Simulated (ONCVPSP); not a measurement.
## Pseudopotential generation for Ni (Z = 28): ONCV, PBEsol, scalar-relativistic.

Input for ONCVPSP 4.0.1:

```
# ATOM AND REFERENCE CONFIGURATION
# atsym  z   nc   nv     iexc    psfile
  Ni 28.00    3    5  -116133      upf
#
#   n    l    f
    1    0    2.00
    2    0    2.00
    2    1    6.00
    3    0    2.00
    3    1    6.00
    3    2    8.00
    4    0    1.75
    4    1    0.25
#
# PSEUDOPOTENTIAL AND OPTIMIZATION
# lmax
    2
#
#   l,   rc,      ep,       ncon, nbas, qcut
    0    1.30    0.00    4    8    8.70
    1    1.15    0.00    3    7   14.90
    2    1.25    0.00    5   10   13.30
#
# LOCAL POTENTIAL
# lloc, lpopt,  rc(5),   dvloc0
    4    5    0.85    1.00
#
# VANDERBILT-KLEINMAN-BYLANDER PROJECTORs
# l, nproj, debl
    0    2    1.30
    1    2    2.80
    2    2    0.70
#
# MODEL CORE CHARGE
# icmod, fcfact, rcfact
    3    3.75    1.75
#
# LOG DERIVATIVE ANALYSIS
# epsh1, epsh2, depsh
   -6.00    5.00    0.04
#
# OUTPUT GRID
# rlmax, drl
    6.00    0.01
#
# TEST CONFIGURATIONS
# ncnf
    4
# nvcnf
#   n    l    f
    5
    3    0    2.00
    3    1    6.00
    3    2    8.00
    4    0    2.00
    4    1    0.00
#
    5
    3    0    2.00
    3    1    6.00
    3    2    8.00
    4    0    1.00
    4    1    0.00
#
    5
    3    0    2.00
    3    1    6.00
    3    2    8.00
    4    0    0.00
    4    1    0.00
#
    5
    3    0    2.00
    3    1    6.00
    3    2    7.00
    4    0    2.00
    4    1    0.00
#
```

Command:

```bash
oncvpsp.x < Ni.dat > Ni.out
```

The program printed (shortened: citation, most of the input echo, consistency checks and plot data are left out):

```
ONCVPSP  (Optimized Norm-Conservinng Vanderbilt PSeudopotential)
scalar-relativistic version 4.0.1

#   n    l    f        energy (Ha)
    1    0    2.00    -3.0152374E+02
    2    0    2.00    -3.6064596E+01
    2    1    6.00    -3.1041328E+01
    3    0    2.00    -4.0906133E+00
    3    1    6.00    -2.6382369E+00
    3    2    8.00    -3.4629029E-01
    4    0    1.75    -2.2077305E-01
    4    1    0.25    -5.3498387E-02

Reference configufation results
  iterations    38
  all-electron total energy (Ha)   -1.51919442D+03

Begin loop to  construct optimized pseudo wave functions
and semi-local pseudopoentials for all angular momenta

Calculating optimized projector #   1

 for l=   0

    Fraction of norm inside rc  0.960245
    Optimizing pswf for qcut=   8.71 a_B^-1,  ecut=  37.90 Ha
    Residual kinetic energy error=  9.54D-06 Ha

    Energy error per electron        Cutoff
         Ha          eV             Ha
         0.01000     0.27211       11.22
         0.00100     0.02721       24.57
         0.00010     0.00272       31.85
         0.00001     0.00027       38.70

Calculating optimized projector #   2

 for l=   0

    Fraction of norm inside rc  0.046643
    Optimizing pswf for qcut=   8.71 a_B^-1,  ecut=  37.90 Ha
    Residual kinetic energy error=  1.11D-05 Ha

    Energy error per electron        Cutoff
         Ha          eV             Ha
         0.01000     0.27211        8.36
         0.00100     0.02721       20.66
         0.00010     0.00272       31.09
         0.00001     0.00027       38.85

Calculating optimized projector #   1

 for l=   1

    Fraction of norm inside rc  0.880304
    Optimizing pswf for qcut=  14.92 a_B^-1,  ecut= 111.27 Ha
    Residual kinetic energy error=  3.51D-09 Ha

    Energy error per electron        Cutoff
         Ha          eV             Ha
         0.01000     0.27211       31.78
         0.00100     0.02721       39.63
         0.00010     0.00272       49.14
         0.00001     0.00027       78.59

Calculating optimized projector #   2

 for l=   1

    Fraction of norm inside rc  0.012545
    Optimizing pswf for qcut=  14.92 a_B^-1,  ecut= 111.27 Ha
    Residual kinetic energy error=  1.65D-10 Ha

    Energy error per electron        Cutoff
         Ha          eV             Ha
         0.01000     0.27211       18.02
         0.00100     0.02721       28.31
         0.00010     0.00272       36.94
         0.00001     0.00027       44.32

   Wellstate for l =  2  n =  4
     eigenvalue =   0.3537
     asymptotic potential =   0.8537
     half-point radius =  5.6347

Calculating optimized projector #   1

 for l=   2

    Fraction of norm inside rc  0.743493
    Optimizing pswf for qcut=  13.30 a_B^-1,  ecut=  88.44 Ha
    Residual kinetic energy error=  5.37D-06 Ha

    Energy error per electron        Cutoff
         Ha          eV             Ha
         0.01000     0.27211       59.56
         0.00100     0.02721       70.44
         0.00010     0.00272       78.90
         0.00001     0.00027       86.82

Calculating optimized projector #   2

 for l=   2

    Fraction of norm inside rc  0.050563
    Optimizing pswf for qcut=  13.30 a_B^-1,  ecut=  88.44 Ha
    Residual kinetic energy error=  8.63D-07 Ha

    Energy error per electron        Cutoff
         Ha          eV             Ha
         0.01000     0.27211       46.76
         0.00100     0.02721       61.28
         0.00010     0.00272       72.44
         0.00001     0.00027       80.76

Construct Vanderbilt / Kleinmman-Bylander projectors

B matrix Hermiticity error, ll=   0
   1   2    4.1887E-04

  Orthonormal projector coefficients  1.2664E+01  2.1841E+00

B matrix Hermiticity error, ll=   1
   1   2    1.6189E-04

  Orthonormal projector coefficients  5.1080E+00  4.0589E-01

B matrix Hermiticity error, ll=   2
   1   2    5.6557E-05

  Orthonormal projector coefficients -1.0189E+01 -3.0145E+00

Model core correction analysis
  based on d2Exc/dn_idn_j

d2excae - all-electron derivatives

   -4.267190D-02   -3.976494D-02   -2.928605D-02   -1.927396D-03
   -6.705050D-04
   -3.976512D-02   -3.826199D-02   -2.891486D-02   -2.333349D-03
   -7.633848D-04
   -2.928643D-02   -2.891508D-02   -2.669685D-02   -6.918645D-03
   -2.659731D-03
   -1.927335D-03   -2.333194D-03   -6.916979D-03   -3.335686D-02
   -2.540718D-02
   -6.705111D-04   -7.633669D-04   -2.658374D-03   -2.539930D-02
   -3.434856D-02

d2excps - pseudofunction derivatives with no core correction

   -5.224241D-02   -4.162248D-02   -3.143040D-02   -2.699382D-03
   -7.825572D-04
   -4.162360D-02   -3.993691D-02   -3.211038D-02   -2.449214D-03
   -8.167356D-04
   -3.143072D-02   -3.211057D-02   -2.857058D-02   -6.936321D-03
   -2.712699D-03
   -2.699933D-03   -2.449060D-03   -6.934657D-03   -3.340788D-02
   -2.541209D-02
   -7.825963D-04   -8.167186D-04   -2.711342D-03   -2.540421D-02
   -3.435086D-02

rms 2nd derivative error    2.329749E-03

rmatch, rhocmatch    0.3712   63.0905

Teter function model core charge with specified parameters

d2excps - pseudofunction derivatives with core correction

   -3.639060D-02   -3.446027D-02   -2.742396D-02   -1.724148D-03
   -5.941732D-04
   -3.446021D-02   -3.482646D-02   -2.880325D-02   -2.040205D-03
   -6.857784D-04
   -2.742402D-02   -2.880336D-02   -2.628692D-02   -6.716553D-03
   -2.629218D-03
   -1.724060D-03   -2.040033D-03   -6.714883D-03   -3.334750D-02
   -2.540137D-02
   -5.941685D-04   -6.857553D-04   -2.627860D-03   -2.539349D-02
   -3.434754D-02

rms 2nd derivative error    2.145041E-03

Pseudoatom total energy -169.591772

Diagnostic tests using Vanderbilt-Kleinman-Bylander pseudopotentials
  1 or more projectors used as specified by nproj input data

   l    rcore       rmatch      e in        delta e   norm test  slope test

   0   1.3038628   1.3434509  -4.0906133   0.0000067   1.0002199   1.0002000
   0   1.3038628   1.3434509  -0.2207731   0.0000051   1.0000408   1.0000322

   1   1.1568373   1.1919613  -2.6382369   0.0000155   1.0001725   1.0001951
   1   1.1568373   1.1919613  -0.0534984   0.0000047   1.0001336   1.0000879

   2   1.2503915   1.2883561  -0.3462903  -0.0000052   1.0001309   1.0001413
   2   1.2503915   1.2883561   0.3537097  -0.0000046   1.0002407   1.0002407

 Testing for bound ghosts
   n   l    E NL Schr. Eq   E Basis Diag.   E Cutoff

   1   0       -4.090607       -4.090606    155.51
   2   0       -0.220768       -0.092932    155.51

   2   1       -2.638221       -2.638161    166.88
   3   1       -0.053494        0.357013    166.88

   3   2       -0.346296       -0.341139    354.53

 Testing for highly-localized positive-energy ghosts
       l    <radius>/rc     E Basis Diag.   E Cutoff

Test configuration 0

   n   l     f        eae           eps        diff
   1   0  2.0000 -301.52374195
   2   0  2.0000  -36.06459635
   2   1  6.0000  -31.04132795
   3   0  2.0000   -4.09061330   -4.09060662    6.69D-06
   3   1  6.0000   -2.63823689   -2.63822139    1.55D-05
   3   2  8.0000   -0.34629029   -0.34629551   -5.22D-06
   4   0  1.7500   -0.22077305   -0.22076791    5.14D-06
   4   1  0.2500   -0.05349839   -0.05349370    4.68D-06

    Total energies and differences
      AE_ref= -1.51919442D+03  AE_tst= -1.51919442D+03  dif=  0.00D+00
      PS_ref= -1.69591772D+02  PS_tst= -1.69591772D+02  dif=  1.42D-13
      PSP excitation error= -1.42D-13

Test configuration 1

   n   l     f        eae           eps        diff
   1   0  2.0000 -301.50409289
   2   0  2.0000  -36.04595739
   2   1  6.0000  -31.02262425
   3   0  2.0000   -4.07099776   -4.07094313    5.46D-05
   3   1  6.0000   -2.61856205   -2.61854787    1.42D-05
   3   2  8.0000   -0.32709799   -0.32707995    1.80D-05
   4   0  2.0000   -0.20809704   -0.20809572    1.32D-06

    Total energies and differences
      AE_ref= -1.51919442D+03  AE_tst= -1.51923584D+03  dif= -4.14D-02
      PS_ref= -1.69591772D+02  PS_tst= -1.69633196D+02  dif= -4.14D-02
      PSP excitation error=  4.27D-06

Test configuration 2

   n   l     f        eae           eps        diff
   1   0  2.0000 -301.84076310
   2   0  2.0000  -36.37529413
   2   1  6.0000  -31.35257772
   3   0  2.0000   -4.40592003   -4.40592156   -1.53D-06
   3   1  6.0000   -2.95400625   -2.95390008    1.06D-04
   3   2  8.0000   -0.65982914   -0.65996953   -1.40D-04
   4   0  1.0000   -0.48425497   -0.48420513    4.98D-05

    Total energies and differences
      AE_ref= -1.51919442D+03  AE_tst= -1.51889271D+03  dif=  3.02D-01
      PS_ref= -1.69591772D+02  PS_tst= -1.69290049D+02  dif=  3.02D-01
      PSP excitation error= -8.41D-06

Test configuration 3

psatom: WARNING lschvkbb convergence error n,l,iter=   3   1   4
ea(ii),et,emin,emax -5.810477E-02 -6.391525E-02 -6.391525E-02 -6.391525E-02
run_config: WARNING for fully non-local PS atom, stg. 1
 WARNING no output for configuration 4

Test configuration 4

   n   l     f        eae           eps        diff
   1   0  2.0000 -302.10713453
   2   0  2.0000  -36.67337754
   2   1  6.0000  -31.64776179
   3   0  2.0000   -4.66327563   -4.66404248   -7.67D-04
   3   1  6.0000   -3.20419386   -3.20433426   -1.40D-04
   3   2  7.0000   -0.88318242   -0.88168507    1.50D-03
   4   0  2.0000   -0.55207177   -0.55222725   -1.55D-04

    Total energies and differences
      AE_ref= -1.51919442D+03  AE_tst= -1.51864233D+03  dif=  5.52D-01
      PS_ref= -1.69591772D+02  PS_tst= -1.69040226D+02  dif=  5.52D-01
      PSP excitation error=  5.42D-04
```

The run took about 4.7 s on one core of a shared server CPU.
